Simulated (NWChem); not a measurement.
# AlHOF2; SMILES [OH][Al]([F])[F]

```xyz
5

Al     0.0243    -0.0348     0.0000
F     -0.8271     1.3974     0.0000
F      1.6855     0.0272     0.0000
O     -0.7329    -1.5556     0.0000
H     -1.6985    -1.6460     0.0000
```
Atoms are numbered in this order, from 1.

Level: PBE-D3(BJ)/def2-SVP (NWChem), optimised geometry, unscaled harmonic frequencies. 

| frequency (cm⁻¹) | IR intensity (km/mol) |
|---|---|
| 223 | 29.2 |
| 241 | 26.1 |
| 280 | 81.8 |
| 332 | 123.1 |
| 589 | 130.3 |
| 683 | 14.0 |
| 940 | 123.4 |
| 959 | 127.3 |
| 3817 | 90.7 |

The zero-point energy comes out as 11.5 kcal/mol and the thermal correction to the enthalpy at 298.15 K (with zero-point energy) comes out as 15.3 kcal/mol. The heat capacity Cv is 15.7 cal/(mol K) and the entropy at 298.15 K and 1 atm (symmetry number 1) comes out as 71.9 cal/(mol K). The dipole moment comes out as 2.09 D.

Rigid rotor and harmonic oscillator.
